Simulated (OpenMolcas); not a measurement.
## C+, Si+, Ge+, Sn+, Pb+: ns2 np down the group

```
Program             : OpenMolcas
Method              : SS-CASPT2, IPEA 0.25 Eh, imaginary shift 0.1 Eh
Basis               : ANO-R3
Scalar Hamiltonian  : X2C, finite nucleus
Spin-orbit coupling : state interaction with AMFI integrals over the reference wave functions, term energies averaged over their components
```

Active space for each ion: 1 electron in 3 orbitals (p); closed shells correlated by CASPT2: C+ 1s 2s; Si+ 2s 2p 3s; Ge+ 3d 4s; Sn+ 4d 5s; Pb+ 5d 6s.

Computed levels in cm-1 above 2P* 1/2:

| Level | C+ | Si+ | Ge+ | Sn+ | Pb+ |
| --- | --- | --- | --- | --- | --- |
| 2P* 3/2 | 61.9 | 253 | 1575 | 3768 | 12085 |
| weight of 2P* in the lowest level (%) | 100 | 100 | 100 | 100 | 100 |

Measured, with the error of the calculation in %. Measured levels: C+, Si+, Ge+, Sn+, Pb+ from NIST Handbook of Basic Atomic Spectroscopic Data.

```
  Level           C+          Si+           Ge+           Sn+            Pb+
2P* 3/2  63.4 (-2.5)  287 (-11.8)  1767 (-10.9)  4251 (-11.4)  14081 (-14.2)
```

The fine-structure level 2P* 3/2 changes by a factor of 195 from C+ to Pb+.

With one active electron, CASPT2 adds the correlation within the correlated inactive shells and between them and that electron, and leaves the splitting within a term as the reference gives it. Measured partners are found by configuration, term and J. A level has none where our copy of the source lacks it or the pairing is in doubt (some pairs that miss far off the trend of their configuration count as doubtful), and it then counts in no deviation. Only configurations of the active space appear.

* marks odd parity.
